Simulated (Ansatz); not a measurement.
One change: `BC(=C)CC` becomes `C=CC(=C)CC`.

Ansatz, PBE0-D4/def2-TZVP geometries, multiplicity 1. Each molecule was computed in one conformer, which needn't be the lowest.

| property | `BC(=C)CC` |
| --- | --- |
| HOMO–LUMO gap (PBE/def2-TZVPP) / eV | 3.98 |
| HOMO energy (B3LYP/def2-TZVPP) / eV | -7.71 |
| size of the dipole moment (B3LYP/def2-TZVPP) / D | 1.18 |
| HOMO–LUMO gap (PBE0/def2-TZVPP) / eV | 5.99 |
| HOMO–LUMO gap (B3LYP/def2-TZVPP) / eV | 5.57 |
| HOMO energy (PBE0/def2-TZVPP) / eV | -7.93 |

Give the same properties after the change, and the shifts. (Best estimate.)

Computed: 
| property | `C=CC(=C)CC` | shift |
| --- | --- | --- |
| HOMO–LUMO gap (PBE/def2-TZVPP) / eV | 3.97 | -0.01 |
| HOMO energy (B3LYP/def2-TZVPP) / eV | -6.47 | 1.24 |
| size of the dipole moment (B3LYP/def2-TZVPP) / D | 0.28 | -0.90 |
| HOMO–LUMO gap (PBE0/def2-TZVPP) / eV | 5.89 | -0.10 |
| HOMO–LUMO gap (B3LYP/def2-TZVPP) / eV | 5.47 | -0.10 |
| HOMO energy (PBE0/def2-TZVPP) / eV | -6.68 | 1.25 |

With PBE0 the HOMO rises by 1.25 eV and the LUMO rises by 1.15 eV, so the gap narrows by about 0.10 eV. PBE moves the HOMO by 1.20 eV and ωB97M-V by 1.34 eV. Dipoles are sizes alone; their direction can turn.

B3LYP here is the variant with VWN-RPA as its local correlation; programs differ in this.
